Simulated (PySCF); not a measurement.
# Worked example: entropy of an ideal gas

C3H5, SMILES C=[C]C, multiplicity 2.

The structure is a stationary point at PBE-D3(BJ)/def2-TZVP. The isomer is the one that the SMILES or the coordinates give; other isomers of the formula were not compared.

PBE-D3(BJ)/def2-TZVP (PySCF) gives the harmonic wavenumbers 183, 300, 462, 838, 873, 917, 1009, 1061, 1334, 1366, 1397, 1415, 1716, 2893, 2956, 2990, 3017, 3083 cm⁻¹ and the rotational temperatures 3.6258, 0.4130, 0.3897 K. The molar mass is 41.07 g/mol, the symmetry number 1, the spin multiplicity 2.

Task: Work out the entropy at 298.15 K and 1 atm in the rigid-rotor, harmonic-oscillator model.

Result: 
Translation (Sackur–Tetrode at 1 atm): S = R[1.5 ln M + 2.5 ln T − 1.16487] = 155.1 J/(mol K).
Rotation: q = (√π/σ) T^1.5/√(θA θB θC) = 11900, S = R[ln q + 3/2] = 90.5 J/(mol K).
Vibration: with u = 1.4388 ν/T, each mode gives R[u/(e^u − 1) − ln(1 − e^−u)]:
```json
[
 {"ν (cm⁻¹)": "183", "modes": "1", "u": "0.88", "S (J/(mol K))": "9.61"},
 {"ν (cm⁻¹)": "300", "modes": "1", "u": "1.45", "S (J/(mol K))": "5.93"},
 {"ν (cm⁻¹)": "462", "modes": "1", "u": "2.23", "S (J/(mol K))": "3.18"},
 {"ν (cm⁻¹)": "838", "modes": "1", "u": "4.04", "S (J/(mol K))": "0.75"},
 {"ν (cm⁻¹)": "873", "modes": "1", "u": "4.21", "S (J/(mol K))": "0.65"},
 {"ν (cm⁻¹)": "917", "modes": "1", "u": "4.43", "S (J/(mol K))": "0.55"},
 {"ν (cm⁻¹)": "1009", "modes": "1", "u": "4.87", "S (J/(mol K))": "0.38"},
 {"ν (cm⁻¹)": "1061", "modes": "1", "u": "5.12", "S (J/(mol K))": "0.31"},
 {"ν (cm⁻¹)": "1334", "modes": "1", "u": "6.44", "S (J/(mol K))": "0.10"},
 {"ν (cm⁻¹)": "1366", "modes": "1", "u": "6.59", "S (J/(mol K))": "0.09"},
 {"ν (cm⁻¹)": "1397", "modes": "1", "u": "6.74", "S (J/(mol K))": "0.08"},
 {"ν (cm⁻¹)": "1415", "modes": "1", "u": "6.83", "S (J/(mol K))": "0.07"},
 {"ν (cm⁻¹)": "1716", "modes": "1", "u": "8.28", "S (J/(mol K))": "0.02"}
]
```
The stiffer modes add less than 0.005 each. Sum 21.7 J/(mol K).
Spin: R ln 2 = 5.8 J/(mol K).
Total 273.1 J/(mol K); the program's own thermochemistry gives 273.0. Translation makes up 57 % and vibration 8 %. Anharmonicity, hindered rotation and orbital degeneracy are left out.
